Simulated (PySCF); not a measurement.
# Cu: excitation energy

Cu [Ar] 3d10 4s1 (2S) → Cu [Ar] 3d9 4s1 4p1 (high-spin determinant), as a difference of total energies. All numbers are calculated (PySCF 2.14, no relativity, point nucleus, in def2-TZVPPD (6s6p4d2f1g, 67 functions)). Correlated levels: valence: [Ar] frozen; valence and next inner shell: [Ne] frozen. The calculations carry no spin-orbit coupling.

```json
{"method": "UHF", "excitation energy (eV)": "2.375"}
{"method": "LDA", "excitation energy (eV)": "6.380"}
{"method": "PBE", "excitation energy (eV)": "5.851"}
{"method": "PBE0", "excitation energy (eV)": "5.133"}
{"method": "r2SCAN", "excitation energy (eV)": "5.197"}
{"method": "MN15", "excitation energy (eV)": "6.019"}
{"method": "PBEsol", "excitation energy (eV)": "5.972"}
{"method": "TPSSh", "excitation energy (eV)": "5.300"}
{"method": "BP86", "excitation energy (eV)": "5.892"}
{"method": "MP2 (valence)", "excitation energy (eV)": "5.766"}
{"method": "SCS-MP2 (valence)", "excitation energy (eV)": "5.430"}
{"method": "MP2 (valence and next inner shell)", "excitation energy (eV)": "6.395"}
{"method": "SCS-MP2 (valence and next inner shell)", "excitation energy (eV)": "5.916"}
```

Question: How much does correlation contribute at MP2 (valence and next inner shell)?

Answer: 6.395 − (2.375) = 4.020 eV, measured against UHF.

A first-order spin-orbit estimate (lowest level to lowest level, LS coupling) adds -0.085 eV.

The determinant of the upper state mixes LS terms, which raises its energy above the lowest term, most at the Hartree-Fock and MP2 levels.
